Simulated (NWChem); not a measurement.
# C2H5F3Si; SMILES C[Si@@H](F)C(F)F

```xyz
11

C     -1.1621     1.8728    -0.1446
Si     0.2775     0.7292    -0.3950
F      1.3477     0.9257     0.8134
C     -0.3301    -1.0868    -0.3311
F      0.7198    -1.9468    -0.3639
F     -1.0148    -1.2941     0.8286
H     -0.8307     2.9199    -0.0750
H     -1.6925     1.6119     0.7841
H     -1.8755     1.7962    -0.9807
H      0.9992     0.9393    -1.6797
H     -1.0075    -1.3548    -1.1668
```
Atoms are numbered in this order, from 1.

Results from NWChem. Medium grid unless said otherwise, to which SCAN and Minnesota functionals are sensitive. All runs use the structure optimised with PBE0/def2-SVP. Hybrids' shares of exact exchange are those that their runs print; pure functionals count as 0. The functionals differ in more than this share.

```
row                     share of exact exchange  orbital gap (eV)
----------------------  -----------------------  ----------------
PBE/def2-TZVP                              0.00              6.24
r2SCAN/def2-TZVP                           0.00              6.99
B3LYP/def2-TZVP                            0.20          withheld
PW6B95/def2-TZVP                           0.28              8.90
Hartree-Fock/def2-TZVP                     1.00             15.75
```

Question: Fit a straight line of the last column on the one before it, predict the withheld value, and compare with the run.

Answer: 
1. Means of the 4 shown rows: x = 0.320, y = 9.470. Slope Σ(x − x̄)(y − ȳ)/Σ(x − x̄)² = 6.120/0.6688 = 9.151; intercept 6.542.
2. The shown rows scatter about the line by 0.290 (root mean square); the largest residual is +0.45, at r2SCAN/def2-TZVP.
3. At x = 0.20 (B3LYP/def2-TZVP; inside the shown range) the line gives 8.37.
4. The run gives 8.31, -0.06 from the line, 0.2 times the scatter.
